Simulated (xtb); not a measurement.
The multiplicity is imposed and other spin states were not computed.

Species: [Cu(CO)(CH3)] (charge 0, multiplicity 1).

### Question
Give a relaxed geometry from GFN2-xTB in xtb.

### Answer
the end point of this relaxation.
Cartesian coordinates (Å) in one orientation:
```xyz
7

Cu     0.050    -0.197    -0.092
O     -1.627    -2.422     0.756
C     -0.969    -1.554     0.423
C      0.978     1.522    -0.431
H      2.070     1.411    -0.458
H      0.799     2.315     0.299
H      0.719     1.973    -1.396
```
